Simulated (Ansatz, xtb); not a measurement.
# Relative energy of two structures of C4H9BO

Structure a: `B[C@@H](C)CC=O`, a singlet. Structure b: a singlet given by its coordinates. Both are isolated molecules in the gas phase, relaxed with PBE-D3(BJ)/def2-SVP; the shapes shown needn't be the lowest conformers.

a (Å):

```tsv
atom	x (Å)	y (Å)	z (Å)
C	0.4395	0.1702	0.5335
C	1.5006	-0.8523	0.9651
C	0.8732	1.6257	0.7979
C	1.0821	1.9190	2.2686
B	-0.3435	-0.1028	-0.7823
O	2.0424	2.4796	2.7521
H	-0.9916	0.7890	-1.3034
H	-0.4160	-1.2316	-1.2357
H	-0.4908	-0.0095	1.1661
H	1.1454	-1.8916	0.8235
H	1.7965	-0.7318	2.0284
H	2.4218	-0.7294	0.3589
H	1.8072	1.8776	0.2545
H	0.0813	2.3227	0.4409
H	0.2229	1.5584	2.9249
```

b (Å):

```yaml
atoms:
  - { symbol: C, position_ang: [0.1738, -0.5427, 0.4277] }
  - { symbol: C, position_ang: [-1.1280, 0.0818, 0.9436] }
  - { symbol: C, position_ang: [0.8500, 0.3732, -0.6208] }
  - { symbol: C, position_ang: [1.8285, 1.1714, 0.1588] }
  - { symbol: B, position_ang: [1.3391, -0.6648, 1.5751] }
  - { symbol: O, position_ang: [2.1406, 0.7248, 1.2816] }
  - { symbol: H, position_ang: [2.2092, -1.5165, 1.3712] }
  - { symbol: H, position_ang: [0.9932, -0.6015, 2.7506] }
  - { symbol: H, position_ang: [-0.0448, -1.5263, -0.0350] }
  - { symbol: H, position_ang: [-0.9421, 1.0613, 1.4358] }
  - { symbol: H, position_ang: [-1.8760, 0.2525, 0.1373] }
  - { symbol: H, position_ang: [-1.5965, -0.5711, 1.7068] }
  - { symbol: H, position_ang: [1.4705, -0.2155, -1.3439] }
  - { symbol: H, position_ang: [0.1899, 1.0141, -1.2480] }
  - { symbol: H, position_ang: [2.3296, 2.1001, -0.1931] }
```

Close contacts (Å): C1–C2 1.53, C1–C3 1.55, C1–B5 1.64, C3–C4 1.48, C4–O6 1.25, B5–O6 1.63, C1–H9 1.11, C2–H10 1.11, C2–H11 1.11, C2–H12 1.11, C3–H13 1.12, C3–H14 1.11, C4–H15 1.11, B5–H7 1.23, B5–H8 1.23.

Quicker runs give these differences E(b) − E(a): GFN2-xTB −19.4 kcal/mol; HF/STO-3G −32.3 kcal/mol (at GFN2-xTB geometries); r2SCAN-D4/def2-SVP −17.3 kcal/mol (at GFN2-xTB geometries).

Q: Estimate E(b) − E(a) at the level CCSD(T)/def2-SVP + ΔMP2/def2-TZVPP.

A: Calculated at CCSD(T)/def2-SVP + ΔMP2/def2-TZVPP: E(b) − E(a) = −15.2 kcal/mol, so structure b lies lower.

Level by level:

| level | geometry | E(b) − E(a) (kcal/mol) | departure from the last row (kcal/mol) | job, with rough time for the two |
| --- | --- | --- | --- | --- |
| GFN2-xTB | GFN2-xTB | −19.4 | −4.3 | optimisation, 5.6 s |
| HF/STO-3G | GFN2-xTB | −32.3 | −17.2 | single point, 3 s |
| r2SCAN-D4/def2-SVP | GFN2-xTB | −17.3 | −2.1 | single point, 15 s |
| PBE-D3(BJ)/def2-SVP | PBE-D3(BJ)/def2-SVP | −19.0 | −3.9 | optimisation, 2.9 min |
| HF/def2-SVP | PBE-D3(BJ)/def2-SVP | −7.1 | +8.0 | part of the CCSD(T) run |
| MP2/def2-SVP | PBE-D3(BJ)/def2-SVP | −15.3 | −0.2 | part of the CCSD(T) run |
| CCSD(T)/def2-SVP | PBE-D3(BJ)/def2-SVP | −15.0 | +0.2 | single point |
| CCSD(T)/def2-SVP + ΔMP2/def2-TZVPP | PBE-D3(BJ)/def2-SVP | −15.2 |  | single point, 3 min |

The levels shown agree on the order. The largest departure from CCSD(T)/def2-SVP + ΔMP2/def2-TZVPP is that of HF/STO-3G, 17.2 kcal/mol. The last row adds to CCSD(T) the change of the MP2 difference between the two basis sets, here −0.2 kcal/mol.

With thermal terms from frequencies at re-optimised GFN2-xTB minima (ideal gas, soft modes damped towards free rotors, one conformer each, 298.15 K, 1 atm): on the last row, ΔE + ΔZPE = −13.2, ΔH = −14.3, ΔG = −11.8 kcal/mol.

The correlated steps freeze 6 core orbitals. Mirror images aren't counted in ΔG. Programs: Ansatz 0.2.0, xtb 6.7.1; the last row on 2 threads of Intel(R) Xeon(R) Processor @ 2.50GHz (Skylake/Cascade Lake) on a shared host.
